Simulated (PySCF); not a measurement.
# Bond length, frequency and bond energy of RuO by level of theory

State: ⁵Δ (quintet), unpaired electrons σ ↑, π ↑↑, δ ↑. Set-up: basis Ru def2-TZVPP with ECP28, O def2-TZVPP; scalar-relativistic core potentials; PySCF 2.14. De refers to Ru (4d7 5s1) + O in their high-spin ground configurations, without counterpoise correction. The functionals are run spin-unrestricted. A positive dipole means Ru(−)O(+). Levels whose curve was spin-contaminated or gave no clean fit are not listed.

```json
{"Level": "ROHF", "Re (Å)": "1.669", "ωe (cm⁻¹)": "937", "De (eV)": "n/a", "μ (D)": "-5.27", "CPU s a point (SCF and correlation, without the integrals)": "1.6"}
{"Level": "PBE", "Re (Å)": "1.707", "ωe (cm⁻¹)": "895", "De (eV)": "5.86", "μ (D)": "-3.21", "CPU s a point (SCF and correlation, without the integrals)": "2"}
{"Level": "PBEsol", "Re (Å)": "1.695", "ωe (cm⁻¹)": "922", "De (eV)": "6.33", "μ (D)": "-3.14", "CPU s a point (SCF and correlation, without the integrals)": "1.6"}
{"Level": "PW91", "Re (Å)": "1.707", "ωe (cm⁻¹)": "896", "De (eV)": "5.86", "μ (D)": "-3.22", "CPU s a point (SCF and correlation, without the integrals)": "1.5"}
{"Level": "r²SCAN", "Re (Å)": "1.692", "ωe (cm⁻¹)": "936", "De (eV)": "5.43", "μ (D)": "-3.32", "CPU s a point (SCF and correlation, without the integrals)": "2.8"}
{"Level": "r²SCANh", "Re (Å)": "1.686", "ωe (cm⁻¹)": "948", "De (eV)": "5.04", "μ (D)": "-3.48", "CPU s a point (SCF and correlation, without the integrals)": "2.1"}
{"Level": "PBE0", "Re (Å)": "1.687", "ωe (cm⁻¹)": "938", "De (eV)": "4.78", "μ (D)": "-3.70", "CPU s a point (SCF and correlation, without the integrals)": "2.2"}
{"Level": "B97-3", "Re (Å)": "1.696", "ωe (cm⁻¹)": "916", "De (eV)": "4.80", "μ (D)": "-3.85", "CPU s a point (SCF and correlation, without the integrals)": "1.3"}
{"Level": "ωB97X-V", "Re (Å)": "1.686", "ωe (cm⁻¹)": "941", "De (eV)": "4.89", "μ (D)": "-4.05", "CPU s a point (SCF and correlation, without the integrals)": "7"}
```

(1) What does a quarter of exact exchange do here, going from PBE to PBE0?

(2) What does the step from GGA to meta-GGA do here, going from PBE to r²SCAN?

The metal atom is held in its measured ground configuration; semilocal functionals can put another filling of s and d lower by some tenths of an eV, and De to that atom would be smaller. Spin–orbit coupling is left out, which matters for elements this heavy, above all for dissociation energies. UHF is strongly spin-contaminated for RuO, so the ROHF reference used there is far from stable. The state is the lowest single determinant that the PBE0 search found; with open d or f shells the true ground state can be another one.

The whole job (state search and all levels along the bond) took about 8.6 min on 1 thread of Intel Xeon Platinum 8488C (shared host), peak memory 2.1 GiB.

Results:

(1) PBE0 less PBE: -2.0 pm in Re, +4.8 % in ωe, -1.08 eV in De. Exact exchange removes part of the self-interaction that spreads semilocal densities, and in most molecules shortens and stiffens the bond and lowers De; so it does here.

(2) r²SCAN less PBE: -1.5 pm in Re, +4.6 % in ωe, -0.43 eV in De.
